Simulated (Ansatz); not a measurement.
Two structures of SiAsH$_{7}$, closed shell, reached by relaxing down either side of one saddle point (PBE0-D4/def2-TZVP). Energies are electronic, without zero-point energy. Ansatz 0.2.0; basis: def2-TZVPP and def2-QZVPP; cores frozen in the correlated methods. Filled d shells of the heavier atoms are correlated. The def2 sets are not built for correlating such inner shells, so the correlated values are less sure here. Extrapolation: Hartree–Fock as exp(−7.88 √X), correlation as X^−2.97. First:

```xyz
9
angstrom
Si -1.4757 -0.9512 -0.7818
H -0.0614 -1.1351 -1.1994
H -2.3491 -1.7756 -1.6578
H -1.8517 0.4779 -0.9181
H -1.6401 -1.3858 0.6274
H 2.3870 0.0337 1.0887
As 1.2371 1.0279 1.0367
H 1.8156 1.7241 -0.1856
H 1.9383 1.9842 1.9900
```

Second:

```json
{"atom": "Si1", "x (Å)": "-0.9941", "y (Å)": "0.1047", "z (Å)": "-0.1749"}
{"atom": "H2", "x (Å)": "1.2720", "y (Å)": "-2.7522", "z (Å)": "-0.3633"}
{"atom": "H3", "x (Å)": "-0.8249", "y (Å)": "-0.4797", "z (Å)": "-1.5305"}
{"atom": "H4", "x (Å)": "-2.1312", "y (Å)": "1.0605", "z (Å)": "-0.1961"}
{"atom": "H5", "x (Å)": "-1.2946", "y (Å)": "-0.9870", "z (Å)": "0.7868"}
{"atom": "H6", "x (Å)": "1.6817", "y (Å)": "-2.1724", "z (Å)": "-0.1313"}
{"atom": "As7", "x (Å)": "1.0535", "y (Å)": "1.1059", "z (Å)": "0.4587"}
{"atom": "H8", "x (Å)": "0.8336", "y (Å)": "2.2866", "z (Å)": "-0.4773"}
{"atom": "H9", "x (Å)": "0.4040", "y (Å)": "1.8335", "z (Å)": "1.6279"}
```

(1) Which bonds change from the first to the second?

(2) Give the saddle point's structure and its height above each. (Judge from chemistry; the value comes from the calculation.)

The T1 diagnostic stays at or below 0.012.

Results:

(1) AsH₃ + SiH₄ → SiAsH₅ ([SiH3][AsH2]) + H₂; bonds formed: Si1–As7, H2–H6; bonds broken: Si1–H2, H6–As7.

(2) The calculation gives: 257.9 kJ/mol above the first and 265.1 kJ/mol above the second (CCSD(T) at an estimated basis limit (MP2 extrapolated from triple and quadruple zeta, plus CCSD(T) − MP2 in triple zeta)).
```json
{"atom": "Si1", "x (Å)": "-1.0606", "y (Å)": "-0.4843", "z (Å)": "-0.3575"}
{"atom": "H2", "x (Å)": "0.6197", "y (Å)": "-1.0564", "z (Å)": "-0.3694"}
{"atom": "H3", "x (Å)": "-1.2599", "y (Å)": "-1.1141", "z (Å)": "-1.6974"}
{"atom": "H4", "x (Å)": "-1.9115", "y (Å)": "0.7361", "z (Å)": "-0.4132"}
{"atom": "H5", "x (Å)": "-1.5562", "y (Å)": "-1.3789", "z (Å)": "0.7176"}
{"atom": "H6", "x (Å)": "1.4084", "y (Å)": "-0.7824", "z (Å)": "0.2685"}
{"atom": "As7", "x (Å)": "0.9402", "y (Å)": "0.7759", "z (Å)": "0.8677"}
{"atom": "H8", "x (Å)": "1.3623", "y (Å)": "1.2022", "z (Å)": "-0.5256"}
{"atom": "H9", "x (Å)": "1.4575", "y (Å)": "2.1020", "z (Å)": "1.5094"}
```

Labels in which every atom is bracketed show which atoms are joined, not bond orders.

For scale, one of the runs: CCSD(T)/def2-TZVPP, 188 basis functions (an equivalent command: `ansatz run in.yaml --threads 2`). The run took 31 s on 2 CPU threads (shared host), with 2 GiB of host memory at its peak.
